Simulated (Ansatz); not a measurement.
Species: NiBr, charge 0, multiplicity 2. The spin state was set by rule; other spins were not relaxed. 
Structure (B3LYP-D3(BJ)/def2-TZVP (Ansatz, a first-principles code) minimum search):
```
Ni
Br 1 2.2274
```
Charge 0, spin multiplicity 2.

Basis-set convergence of Hartree-Fock and CCSD correlation energies (hartree) with Ansatz. Cores are frozen in the correlated levels unless marked. UHF or UKS for open shells. Spin-orbit coupling is left out. Frozen are the shells of the preceding noble gas and the d and f shells that filled before the atom's block. Non-relativistic.

| basis | functions | E(HF) | E(corr, CCSD) |
|---|---|---|---|
| def2-SVPD | 75 | -4078.76030 | -0.38307 |
| def2-TZVPPD | 124 | (withheld) | (withheld) |

Task: Some entries are withheld; supply them.

Result: 
- def2-TZVPPD, E(HF): -4079.28397
- def2-TZVPPD, E(corr, CCSD): -0.54199
